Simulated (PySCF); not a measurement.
C4H6Cl2N2Pd, charge +1, doublet, geometry from GFN2-xTB (such geometries of metal compounds can be far from the true shape) (the multiplicity is a formal guess) (all electrons, no relativity); PySCF with M06L/3-21G.

The PySCF input:
```python
from pyscf import gto, scf, dft

mol = gto.Mole()
mol.atom = '''
    Pd   -0.000529    0.000162    0.001382
    Cl    2.060392   -0.859301   -0.049276
    Cl   -2.061201    0.859787    0.055204
    C     1.727876    4.143338    0.008746
    C     1.184363    2.839494    0.007356
    N     0.741007    1.777636    0.006486
    H     2.209890    4.343441   -0.949791
    H     2.467315    4.234314    0.806281
    H     0.933797    4.874384    0.170260
    C    -1.724395   -4.144758   -0.022260
    C    -1.182805   -2.840145   -0.013620
    N    -0.741708   -1.777351   -0.006149
    H    -2.625545   -4.174762    0.592705
    H    -0.993755   -4.850673    0.376475
    H    -1.978965   -4.431981   -1.043945
'''
mol.basis = '3-21g'
mol.charge = 1
mol.spin = 1
mol.verbose = 4
mol.build()

mf = dft.UKS(mol)
mf.xc = 'm06l'
mf.kernel()
```

Problem. What does PySCF print? Leave out banner, timings and long lists.

Solution. 
```
PySCF version 2.14.0

[INPUT] verbose = 4
[INPUT] num. atoms = 15
[INPUT] num. electrons = 123
[INPUT] charge = 1
[INPUT] spin (= nelec alpha-beta = 2S) = 1
[INPUT] symmetry False subgroup None
[INPUT] Mole.unit = angstrom
[INPUT] Symbol           X                Y                Z      unit          X                Y                Z       unit  Magmom
[INPUT]  1 Pd    -0.000529000000   0.000162000000   0.001382000000 AA   -0.000999665120   0.000306135632   0.002611601504 Bohr   0.0
[INPUT]  2 Cl     2.060392000000  -0.859301000000  -0.049276000000 AA    3.893576589245  -1.623843548565  -0.093118144514 Bohr   0.0
[INPUT]  3 Cl    -2.061201000000   0.859787000000   0.055204000000 AA   -3.895105377680   1.624761955461   0.104320440980 Bohr   0.0
[INPUT]  4 C      1.727876000000   4.143338000000   0.008746000000 AA    3.265212417209   7.829774061503   0.016527544685 Bohr   0.0
[INPUT]  5 C      1.184363000000   2.839494000000   0.007356000000 AA    2.238121702068   5.365865992346   0.013900825372 Bohr   0.0
[INPUT]  6 N      0.741007000000   1.777636000000   0.006486000000 AA    1.400300286386   3.359245189167   0.012256763644 Bohr   0.0
[INPUT]  7 H      2.209890000000   4.343441000000  -0.949791000000 AA    4.176086865415   8.207913928207  -1.794844865577 Bohr   0.0
[INPUT]  8 H      2.467315000000   4.234314000000   0.806281000000 AA    4.662549613031   8.001693785412   1.523650269440 Bohr   0.0
[INPUT]  9 H      0.933797000000   4.874384000000   0.170260000000 AA    1.764620585940   9.211250785962   0.321744769968 Bohr   0.0
[INPUT] 10 C     -1.724395000000  -4.144758000000  -0.022260000000 AA   -3.258634280569  -7.832457472600  -0.042065303533 Bohr   0.0
[INPUT] 11 C     -1.182805000000  -2.840145000000  -0.013620000000 AA   -2.235177508766  -5.367096204053  -0.025738069817 Bohr   0.0
[INPUT] 12 N     -0.741708000000  -1.777351000000  -0.006149000000 AA   -1.401624984399  -3.358706617222  -0.011619925940 Bohr   0.0
[INPUT] 13 H     -2.625545000000  -4.174762000000   0.592705000000 AA   -4.961560977721  -7.889156815241   1.120050122660 Bohr   0.0
[INPUT] 14 H     -0.993755000000  -4.850673000000   0.376475000000 AA   -1.877924784917  -9.166443489822   0.711434642746 Bohr   0.0
[INPUT] 15 H     -1.978965000000  -4.431981000000  -1.043945000000 AA   -3.739701860100  -8.375230279276  -1.972770139109 Bohr   0.0

nuclear repulsion = 1135.87153424427
number of shells = 70
number of NR pGTOs = 243
number of NR cGTOs = 128
basis = 3-21g
ecp = {}

******** <class 'pyscf.dft.uks.UKS'> ********
method = UKS
initial guess = minao
damping factor = 0
level_shift factor = 0
DIIS = <class 'pyscf.scf.diis.CDIIS'>
diis_start_cycle = 1
diis_space = 8
diis_damp = 0
SCF conv_tol = 1e-09
SCF conv_tol_grad = None
SCF max_cycles = 50
direct_scf = True
direct_scf_tol = 1e-13
number electrons alpha = 62  beta = 61
XC library pyscf.dft.libxc version 7.1.2
    S. Lehtola, C. Steigemann, M. J. T. Oliveira, and M. A. L. Marques,  SoftwareX 7, 1–5 (2018)
XC functionals = m06l
    Y. Zhao and D. G. Truhlar,  J. Chem. Phys. 125, 194101 (2006)
    Y. Zhao and D. G. Truhlar,  J. Chem. Phys. 125, 194101 (2006)
    Y. Zhao and D. G. Truhlar,  Theor. Chem. Acc. 120, 215 (2008)
radial grids:
    Treutler-Ahlrichs [JCP 102, 346 (1995); DOI:10.1063/1.469408] (M4) radial grids

becke partition: Becke, JCP 88, 2547 (1988); DOI:10.1063/1.454033
pruning grids: <function nwchem_prune>
grids dens level: 3
symmetrized grids: False
atomic radii adjust function: <function treutler_atomic_radii_adjust>
small_rho_cutoff = 0
Set gradient conv threshold to 3.16228e-05
tot grids = 203064
init E= -6088.87142751466

cycle= 1 E= -6096.0231169502  delta_E= -7.15  |g|= 1.29  |ddm|= 3.21

cycle= 2 E= -6092.57837552173  delta_E= 3.44  |g|= 2.72  |ddm|= 4.73
cycle= 3 E= -6096.56765662098  delta_E= -3.99  |g|= 0.851  |ddm|= 3.96
cycle= 4 E= -6096.67335276218  delta_E= -0.106  |g|= 0.699  |ddm|= 1.43
cycle= 5 E= -6096.87505452652  delta_E= -0.202  |g|= 0.191  |ddm|= 0.636
cycle= 6 E= -6096.80956805719  delta_E= 0.0655  |g|= 0.317  |ddm|= 0.774
cycle= 7 E= -6096.90005403797  delta_E= -0.0905  |g|= 0.111  |ddm|= 0.624
cycle= 8 E= -6096.90686752472  delta_E= -0.00681  |g|= 0.037  |ddm|= 0.119
cycle= 9 E= -6096.90741752262  delta_E= -0.00055  |g|= 0.0138  |ddm|= 0.0252
cycle= 10 E= -6096.90751914327  delta_E= -0.000102  |g|= 0.00158  |ddm|= 0.015
cycle= 11 E= -6096.90752067007  delta_E= -1.53e-06  |g|= 0.000246  |ddm|= 0.00223
cycle= 12 E= -6096.90752067391  delta_E= -3.84e-09  |g|= 0.000254  |ddm|= 0.000342
cycle= 13 E= -6096.90752070335  delta_E= -2.94e-08  |g|= 0.00012  |ddm|= 0.000213
cycle= 14 E= -6096.907520713  delta_E= -9.65e-09  |g|= 4.02e-05  |ddm|= 0.000152
cycle= 15 E= -6096.90752071356  delta_E= -5.57e-10  |g|= 2.26e-05  |ddm|= 7.57e-05
Extra cycle  E= -6096.90752069599  delta_E= 1.76e-08  |g|= 0.000143  |ddm|= 0.000263
SCF not converged.
SCF energy = -6096.90752069599 after 50 cycles  <S^2> = 0.75089277  2S+1 = 2.0008926
```

Convergence was not reached.
